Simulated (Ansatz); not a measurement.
Relaxation of C₂H₄ClFOSi (10 atoms, charge 0, multiplicity 1), to a largest force component of 0.02 eV/Å in at most 40 steps.

The calculation used Ansatz 0.2.0, RKS r2SCAN-D4/STO-3G.

```xyz
10
Properties=species:S:1:pos:R:3:forces:R:3
F 1.196 -2.324 -0.416 -0.39 -0.27 -0.37
C 1.047 -0.953 -0.141 0.29 -1.93 -3.35
Cl 2.280 -0.533 1.024 3.22 1.47 2.79
Si -0.554 -0.587 0.563 -4.15 -2.92 -1.54
C -0.893 1.624 0.049 1.66 -2.93 0.66
O -0.943 0.847 1.212 -1.20 4.79 4.90
H 1.271 -0.393 -1.058 0.46 0.38 -0.80
H -1.714 -1.114 -0.256 1.18 0.46 0.11
H -1.686 1.547 -0.624 -2.33 0.14 -1.85
H 0.079 1.834 -0.351 1.27 0.82 -0.55
```

**Question.** Where does it end, and by what steps?

**Answer.** It converged. Limits of this set-up: minimal basis. After 10 steps the energy has fallen by 3.616 eV; Si4 moved furthest, 0.57 Å.

```csv
step,energy less start (eV),largest force component (eV/Å),accepted
0,0.0000,4.900,yes
1,-1.6275,3.684,yes
2,-2.3790,1.804,yes
3,-2.7045,1.584,yes
4,-3.1081,1.804,yes
5,-3.4498,0.835,yes
6,-3.5793,0.795,yes
7,-3.6087,0.510,yes
8,-3.5947,0.535,no
9,-3.6155,0.059,yes
10,-3.6156,0.014,yes
```

```xyz
10
Properties=species:S:1:pos:R:3
F 1.140 -2.466 -0.258
C 1.114 -1.085 -0.239
Cl 2.273 -0.445 1.142
Si -0.642 -0.340 0.054
C -0.910 1.444 -0.070
O -0.837 0.838 1.310
H 1.607 -0.683 -1.163
H -1.686 -1.327 -0.136
H -1.893 1.877 -0.328
H -0.083 2.136 -0.308
```

Whether the end is a true minimum wasn't checked by a vibrational analysis.

The run took 46 s on 1 thread of Arm Neoverse V1, with other jobs on the host, peak memory 0.17 GiB.
